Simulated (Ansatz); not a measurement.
Computed with Ansatz on PBE0-D4/def2-TZVP structures; ΔE is electronic, products minus reactants. CBS: MP2 limit from def2 TZ/QZ plus the TZ coupled-cluster correction, frozen cores. Functionals use def2-TZVPP. Each species was taken in one conformer, which may not be the lowest.

Reaction (isomerisation): `C=CS[SiH3]` → `CC([SiH3])=S`

CCSD(T)/CBS gives +49.3 kJ/mol.

Question: Another level gave +55.2 kJ/mol. Which?
A. RPA@PBE/def2-TZVPP
B. HF/def2-TZVPP
C. SCS-MP2/def2-TZVPP
D. r2SCAN0-D4/def2-TZVPP

Answer: D. r2SCAN0-D4 55.2, SCS-MP2/def2-TZVPP 47.8, RPA@PBE/def2-TZVPP 41.4, HF/def2-TZVPP 60.7 kJ/mol.

Largest T1 diagnostic among the species: 0.016.

Leaving LDA and LC-ωPBE aside and taking each functional with its dispersion term where it has one, the values, not all of them listed here, spread over 8.0 kJ/mol, from BLYP-D4 to r2SCAN0-D4. LDA lies −3.1 kJ/mol from PBE without D4. From BLYP to BHLYP (50 % exact exchange), in def2-TZVPP and without D4, ΔE moves by +6.9 kJ/mol. At CCSD(T), def2-SVP lies −15.6 kJ/mol from the extrapolated value and def2-TZVPP −2.8 kJ/mol.
